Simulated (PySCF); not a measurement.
C4H6Cl2FNO.
SMILES: `O=C(NC)CC(Cl)(Cl)F`

The calculation used TDDFT PBE0/def2-SVPD, vertical, gas phase, core orbitals frozen in the response (PySCF). Isolated species at its GFN2-xTB geometry (one conformer only). Torsions of this conformer, `[CH3:1][NH:2][C:3](=[O:4])[CH2:5][C:6]([F:7])([Cl:8])[Cl:9]`: C1–N2–C3–O4 0°, N2–C3–C5–C6 180°, C3–C5–C6–F7 -62°.

Orbital energies (eV): HOMO-3 -9.23, HOMO-2 -8.79, HOMO-1 -7.88, HOMO -7.80, LUMO -0.35, LUMO+1 0.09, LUMO+2 0.26.

Lowest singlets, with some entries withheld (?).

```json
{"state": "S1", "ν̃ (cm⁻¹)": "47330", "f": "?", "main configurations (H = HOMO, L = LUMO)": "H→L+2 (63%), H-1→L+2 (30%)"}
{"state": "S2", "ν̃ (cm⁻¹)": "?", "f": "0.0082", "main configurations (H = HOMO, L = LUMO)": "?"}
{"state": "S3", "ν̃ (cm⁻¹)": "53010", "f": "0.0008", "main configurations (H = HOMO, L = LUMO)": "H-1→L (61%), H-1→L+1 (17%), H→L+1 (9%)"}
{"state": "S4", "ν̃ (cm⁻¹)": "53900", "f": "?", "main configurations (H = HOMO, L = LUMO)": "H→L+1 (46%), H-1→L+1 (19%), H-1→L (17%)"}
{"state": "S5", "ν̃ (cm⁻¹)": "54900", "f": "?", "main configurations (H = HOMO, L = LUMO)": "H-1→L+1 (55%), H→L+1 (30%)"}
{"state": "S6", "ν̃ (cm⁻¹)": "55820", "f": "0.0078", "main configurations (H = HOMO, L = LUMO)": "?"}
{"state": "S7", "ν̃ (cm⁻¹)": "?", "f": "0.013", "main configurations (H = HOMO, L = LUMO)": "H→L+3 (65%)"}
{"state": "S8", "ν̃ (cm⁻¹)": "58370", "f": "0.053", "main configurations (H = HOMO, L = LUMO)": "?"}
```

(1) Supply the missing values.

(2) What is the mean static polarisability from the same response equations?

(3) Where do the lowest triplets lie (Tamm–Dancoff)?

(4) How far apart are S2 and S8, in eV and cm⁻¹?

Results:

(1) 
- S1: f = 0.0001
- S2: ν̃ = 51390 cm⁻¹; H→L (81%), H-1→L (10%)
- S4: f = 0.0021
- S5: f = 0.0039
- S6: H-2→L (73%), H→L+1 (9%)
- S7: ν̃ = 57530 cm⁻¹
- S8: H-3→L (46%), H-1→L+2 (21%), H→L+2 (9%)

(2) 89.2 au (13.22 Å³), with principal values 70.9, 88.6 and 108.2 au.

(3) T1 5.36 eV, H→L+2 (86%); T2 5.40 eV, H-1→L+2 (87%); T3 5.96 eV, H-2→L (48%), H→L (37%). E(S1) − E(T1) = +0.51 eV.

(4) 7.237 − 6.371 = 0.866 eV, or about 6980 cm⁻¹.

On one thread, Arm Neoverse V1, no GPU (shared host), this took 87 s.
